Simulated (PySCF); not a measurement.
## How methods differ on the excitation energy of Zn

Zn [Ar] 3d10 4s2 (1S) → Zn [Ar] 3d10 4s1 4p1 (3P), as a difference of total energies. All numbers are calculated (PySCF 2.14, scalar relativity through the core potential, in aug-cc-pVQZ-PP with ECP10MDF (7s7p6d4f3g2h, 135 functions)). Correlated levels: valence: 3s2 3p6 frozen. The calculations carry no spin-orbit coupling.

| method | excitation energy (eV) |
| --- | --- |
| UHF | 2.715 |
| LDA | 4.505 |
| PBE | 4.232 |
| PBE0 | 3.921 |
| r2SCAN | 3.961 |
| BHandHLYP | 3.967 |
| MN15 | 4.283 |
| TPSSh | 3.924 |
| MP2 (valence) | 3.919 |
| SCS-MP2 (valence) | 4.029 |

Question: How much does correlation contribute at MP2 (valence)?

Answer: 3.919 − (2.715) = 1.204 eV, measured against UHF.

For comparison: 4.054 eV (measured; NIST levels, between the centres of gravity of the two terms).
